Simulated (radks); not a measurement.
Values are calculated unless marked as measured or tabulated.
Valence configurations of Dy+ (all share [Xe]). Code: a radial shooting solver on a logarithmic mesh with Libxc functionals. Model: scalar-relativistic Kohn-Sham, PBE, spin-unpolarised, spherical densities, finite nucleus; Fermi nuclear charge, rms radius 5.2218 fm. Energies are relative to 4f10 6s1; eigenvalues in eV.

\begin{tabular}{lrrrrr}
valence & E (eV) & e(4f) & e(5d) & e(6p) & e(6s) \\ \hline
4f10 6s1 & 0.000 & -9.541 & - & - & -8.844 \\
4f10 5d1 & 2.144 & -7.922 & -5.825 & - & - \\
4f9.5 5d1.5 & 3.736 & -10.668 & -6.421 & - & - \\
4f8 6s1 6p2 & 25.030 & -30.355 & - & -8.457 & -13.264 \\
4f8 6s0.5 6p2.5 & 27.444 & -30.959 & - & -8.703 & -13.554 \\
4f9.5 5d0.5 6s1 & 1.902 & -12.476 & -7.574 & - & -9.211 \\
4f9 6s1 6p1 & 8.038 & -19.264 & - & -7.057 & -11.151 \\
4f11 & 1.769 & -3.677 & - & - & - \\
4f9 5d1 6s1 & 4.983 & -15.643 & -8.271 & - & -9.534 \\
4f9 6s2 & 3.986 & -17.939 & - & - & -10.444 \\
\end{tabular}

NIST lists [Xe] 4f10 6s1 as the ground configuration; this level of theory agrees among the configurations tried. The energies are those of spherical spin-averaged densities, not of single terms.
